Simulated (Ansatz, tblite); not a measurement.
Spin states of Zn₂O⁺ (the lowest doublet isomer of a short search), each relaxed with PBE-D4/def2-TZVP in Ansatz. Electronic energies in the gas phase.

The xTB rows come from tblite. HSE06 is defined as in plane-wave codes, on full-range PBE exchange. Correlated methods freeze 19 core orbitals. The structure comes from a short search, and lower isomers may exist.

Doublet geometry (C2v within 0.1 Å):

Cartesian coordinates in Å:
```
Zn -1.637 0.496 0.018
Zn 1.698 -0.146 0.149
O -0.061 -0.350 -0.167
```

Quartet geometry (C2v within 0.1 Å):

```csv
atom,x (Å),y (Å),z (Å)
Zn1,0.104,-1.602,1.008
Zn2,0.277,1.375,-1.275
O3,-0.381,0.227,0.267
```

⟨S²⟩: doublet 0.76 at PBE0-D4/def2-TZVP (pure 0.75), quartet 3.76 at PBE0-D4/def2-TZVP (pure 3.75).

Run but left out: HF/STO-3G, MP2/def2-TZVP (doublet: ⟨S²⟩ 0.94 to 3.13, where a pure state has 0.75); HF/def2-TZVPP, MP2/def2-TZVPP, CCSD/def2-TZVPP, CCSD(T)/def2-TZVPP (flagged by the program: other roots).

Only these spin states were relaxed.

```
             level  quartet − doublet (kcal/mol)  lowest of these
          GFN2-xTB                          64.2          doublet
  PBE-D4/def2-TZVP                          43.6          doublet
 PBE0-D4/def2-TZVP                          33.3          doublet
BHLYP-D4/def2-TZVP                          22.2          doublet
 ωB97X-V/def2-TZVP                          29.6          doublet
 RPA@PBE/def2-TZVP                          37.9          doublet
```

(1) Estimate the rows for GFN1-xTB, HF/def2-TZVP, r2SCAN-D4/def2-TZVP, HSE06-D4/def2-TZVP, B2PLYP/def2-TZVP, PBE-QIDH/def2-TZVP.

Results:

(1) 
| level | quartet − doublet (kcal/mol) | lowest of these | remarks |
| --- | --- | --- | --- |
| GFN1-xTB | 79.2 | doublet | – |
| HF/def2-TZVP | -12.6 | quartet | spin-contaminated (⟨S²⟩ 0.94) (doublet) |
| r2SCAN-D4/def2-TZVP | 35.2 | doublet | – |
| HSE06-D4/def2-TZVP | 34.1 | doublet | – |
| B2PLYP/def2-TZVP | 37.0 | doublet | – |
| PBE-QIDH/def2-TZVP | 32.1 | doublet | – |

The xTB methods have no term that favours high spin, so they put low spin too low.
